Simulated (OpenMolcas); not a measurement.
**Os5+ in a point-charge field**

Os5+ among 6 point charges of -1.7 e arranged as a tetragonal octahedron (D4h), 2.17 Å from the ion, with the axial distance 2.539 Å.
```
   2.1700    0.0000    0.0000  -1.70
   0.0000    2.1700    0.0000  -1.70
  -2.1700    0.0000    0.0000  -1.70
   0.0000   -2.1700    0.0000  -1.70
   0.0000    0.0000    2.5389  -1.70
   0.0000    0.0000   -2.5389  -1.70
```

```
Program             : OpenMolcas
Method              : CASSCF
Basis               : ANO-RCC-VDZP [7s6p4d2f1g]
Scalar Hamiltonian  : DKH2, point nucleus
Active space        : 3 electrons in 5 orbitals (5d)
State averaging     : 2S+1 = 4 even, 10 roots; 2S+1 = 2 even, 40 roots
Spin-orbit coupling : state interaction with AMFI integrals over the reference wave functions
```

The lowest spin-free states (labels of D4, the rotations of D4h), above the lowest:

```tsv
State	Degeneracy	E (cm-1)	Free-ion L (%)
4B1	1	0.0	F (100)
4E	2	3141	F (98)
4B2	1	5386	F (100)
4A2	1	5977	F (77)
4E	2	7914	F (100)
2A1	1	16145	G (78)
2E	2	16343	G (61)
2B1	1	16653	G (76)
2A2	1	17139	G (57)
4A2	1	17509	P (77)
2A1	1	18995	G (97)
2E	2	19211	G (74)
2B2	1	19461	G (58)
2E	2	20323	H (40)
2A2	1	20763	H (79)
2B2	1	20892	H (39)
4E	2	21109	P (98)
2B1	1	22365	H (47)
2E	2	23630	P (54)
2A2	1	24868	P (82)
```

The lowest levels with spin-orbit coupling:

```json
{"E (cm-1)": "0.0", "Degeneracy": "2", "Label": "E3/2", "2S+1": "4 (83 %)", "g": "0.80 0.80 1.10"}
{"E (cm-1)": "1407", "Degeneracy": "2", "Label": "E1/2", "2S+1": "4 (86 %)", "g": "0.68 1.07 1.07"}
{"E (cm-1)": "7242", "Degeneracy": "2", "Label": "E3/2", "2S+1": "4", "g": "2.55 2.69 2.69"}
{"E (cm-1)": "8085", "Degeneracy": "2", "Label": "E1/2", "2S+1": "4", "g": "1.48 3.27 3.27"}
{"E (cm-1)": "9091", "Degeneracy": "2", "Label": "E3/2", "2S+1": "4", "g": "0.20 1.53 1.53"}
{"E (cm-1)": "12540", "Degeneracy": "2", "Label": "E3/2", "2S+1": "4 (85 %)", "g": "1.24 3.42 3.42"}
{"E (cm-1)": "13113", "Degeneracy": "2", "Label": "E1/2", "2S+1": "4 (83 %)", "g": "2.74 2.74 3.02"}
{"E (cm-1)": "14225", "Degeneracy": "2", "Label": "E1/2", "2S+1": "4 (86 %)", "g": "1.43 1.43 3.58"}
{"E (cm-1)": "14379", "Degeneracy": "2", "Label": "E3/2", "2S+1": "4 (82 %)", "g": "1.99 2.04 2.04"}
{"E (cm-1)": "16633", "Degeneracy": "2", "Label": "E1/2", "2S+1": "4 (62 %)", "g": "2.29 3.72 3.72"}
{"E (cm-1)": "16674", "Degeneracy": "2", "Label": "E3/2", "2S+1": "4 (56 %)", "g": "1.40 2.01 2.01"}
{"E (cm-1)": "17440", "Degeneracy": "2", "Label": "E1/2", "2S+1": "4 (52 %)", "g": "1.71 1.71 2.15"}
{"E (cm-1)": "17931", "Degeneracy": "2", "Label": "E3/2", "2S+1": "4 (51 %)", "g": "1.69 1.69 4.38"}
{"E (cm-1)": "19092", "Degeneracy": "2", "Label": "E1/2", "2S+1": "4 (65 %)", "g": "2.57 2.57 7.77"}
{"E (cm-1)": "20563", "Degeneracy": "2", "Label": "E1/2", "2S+1": "2 (50 %)", "g": "0.78 1.05 1.05"}
{"E (cm-1)": "20572", "Degeneracy": "2", "Label": "E3/2", "2S+1": "4 (52 %)", "g": "1.27 1.27 3.46"}
{"E (cm-1)": "21933", "Degeneracy": "2", "Label": "E1/2", "2S+1": "4 (56 %)", "g": "0.85 0.85 2.80"}
{"E (cm-1)": "25585", "Degeneracy": "2", "Label": "E1/2", "2S+1": "2 (64 %)", "g": "0.92 0.92 2.02"}
{"E (cm-1)": "25811", "Degeneracy": "2", "Label": "E3/2", "2S+1": "2 (55 %)", "g": "2.40 2.40 2.77"}
{"E (cm-1)": "26606", "Degeneracy": "2", "Label": "E1/2", "2S+1": "2 (77 %)", "g": "1.05 1.05 1.50"}
```

Powder χT (cm3 K/mol): 0.0778 at 2 K, 0.0785 at 10 K, 0.0816 at 50 K, 0.0855 at 100 K, 0.0933 at 200 K, 0.101 at 300 K. The effective moment at 300 K is 2.828 √(χT) = 0.90 μB.

Spin-orbit coupling mixes the spin-free states strongly: the lowest level takes only 39 % from its leading state, 4E, which lies 3141 cm-1 above the lowest spin-free state. Without dynamic correlation the repulsion within the d shell is too large (B by tens of per cent), so at a given field states of lower spin stand too high. This is an electrostatic model: the charges have no orbitals. No measured value stands beside these numbers.

The RASSCF and RASSI steps took 9.3 s on 1 thread of Arm Neoverse V2, with other jobs on the host; the integral step is not counted.
